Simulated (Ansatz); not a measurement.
Input for Ansatz (an electronic-structure program): R-CCSD(T)/cc-pVTZ on GaGeH5 (SMILES [GaH2][GeH3]), a point of a torsion scan. The run froze 28 orbitals, filled d shells among them.

Ansatz 0.2 input:
```yaml
crystal:
  periodic: [false, false, false]
  atoms:
    - {symbol: Ga, position_ang: [1.41151991, -0.07843134, -0.00386459]}
    - {symbol: Ge, position_ang: [-1.00645397, 0.10919995, 0.01657950]}
    - {symbol: H, position_ang: [2.42481145, 1.14603336, 0.04469492]}
    - {symbol: H, position_ang: [2.18669058, -1.46505949, -0.07427284]}
    - {symbol: H, position_ang: [-1.63759516, 0.88616690, -1.11801649]}
    - {symbol: H, position_ang: [-1.73826975, -1.21247305, -0.05333552]}
    - {symbol: H, position_ang: [-1.62959982, 0.75652558, 1.23403836]}
basis:
  gaussian:
    orbitals: cc-pVTZ
magnetization: {spin_polarized: false}
correlation: {method: ccsd_t, electrons: outside_noble_gas}
scf: {lower_state_search: off}
```

**Question.** Give the final energy of this run.

**Answer.** -4001.8342 hartree (reference determinant -4001.5787, T1 diagnostic 0.011).

**Question.** How many basis functions does it have, and what does it roughly cost on one machine?

**Answer.** 156 functions; around 8 core-seconds (rough).
